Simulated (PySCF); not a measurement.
**Electric field gradients and quadrupole coupling constants**

Compound: C₅H₁₁NP₂.
Geometry (GFN2-xTB, Å), atoms numbered from 1 in this order:
```
atom  x, y, z in Å
C1     3.9932    0.5601   -0.4079
C2     2.8684   -0.0886   -0.6512
C3     2.1650   -0.9579    0.3295
P4     0.5894   -0.0989    0.9092
P5    -0.5903   -0.7618   -0.6193
N6    -2.0446    0.0327   -0.3755
C7    -3.2145   -0.3788   -1.1142
C8    -2.2731    0.9482    0.7123
H9     4.4569    1.1937   -1.1445
H10    4.4997    0.4767    0.5398
H11    2.3689    0.0146   -1.6077
H12    1.9121   -1.9198   -0.1201
H13    2.7857   -1.1271    1.2120
H14   -2.9153   -1.0700   -1.8996
H15   -3.9383   -0.8773   -0.4626
H16   -3.6974    0.4890   -1.5711
H17   -3.2036    1.4895    0.5459
H18   -2.3270    0.4248    1.6733
H19   -1.4450    1.6601    0.7676
```

Field gradients from the PBE0/pcSseg-1 density (PySCF, non-relativistic), principal values in atomic units, ordered |Vxx| ≤ |Vyy| ≤ |Vzz|:

```json
{"atom": "N6", "Vxx": "0.4022", "Vyy": "0.5642", "Vzz": "-0.9664"}
```

Question: Find the asymmetry η = (Vxx − Vyy)/Vzz and the couplings χ = eQV/h (234.96 MHz × Q in barn × V in au), with Q(14N) = 0.02044 b.

Answer: 
```json
{"atom": "N6", "environment": "nitrogen bonded to 2 C and P", "nucleus": "14N", "η": "0.17", "χzz (MHz)": "-4.641", "χxx (MHz)": "1.931", "χyy (MHz)": "2.710"}
```

Question: What is Vzz at N6 in SI units (1 au = 9.71736 × 10²¹ V/m²)?

Answer: -0.9664 au = -9.391 × 10²¹ V/m².

Question: And the gradient at the other heavy atoms, for which no coupling is worked out here?

Answer: 
| atom | environment | Vzz (au) | η |
| --- | --- | --- | --- |
| C1 | terminal =CH2 carbon | 0.270 | 0.47 |
| C2 | alkene CH carbon | 0.325 | 0.66 |
| C3 | sp3 carbon bound to phosphorus | 0.116 | 0.56 |
| P4 | phosphorus bonded to C and P | -0.762 | 0.36 |
| P5 | phosphorus bonded to N and P | -1.416 | 0.14 |
| C7 | N-methyl carbon | 0.282 | 0.11 |
| C8 | N-methyl carbon | 0.280 | 0.12 |

Question: What couplings would deuterons (Q(2H) = 0.00286 b) have in place of the hydrogens, at this geometry?

Answer: 
```csv
atom,bonded to,bond length (Å),Vzz (au),η,χzz (kHz)
H9,C1,1.077,0.3397,0.06,228
H10,C1,1.078,0.3365,0.06,226
H11,C2,1.084,0.3194,0.06,215
H12,C3,1.092,0.3062,0.01,206
H13,C3,1.092,0.3057,0.02,205
H14,C7,1.088,0.3043,0.08,204
H15,C7,1.094,0.2964,0.06,199
H16,C7,1.093,0.2986,0.06,201
H17,C8,1.089,0.3055,0.08,205
H18,C8,1.096,0.2944,0.06,198
H19,C8,1.093,0.2922,0.07,196
```

One conformer (not necessarily the lowest) at the GFN2-xTB geometry, without solvent, vibrations or thermal averaging. GFN2-xTB bond lengths can be off by several hundredths of an ångström, more for odd bonds, and the gradients follow them. A larger basis could move these couplings by a tenth or more.
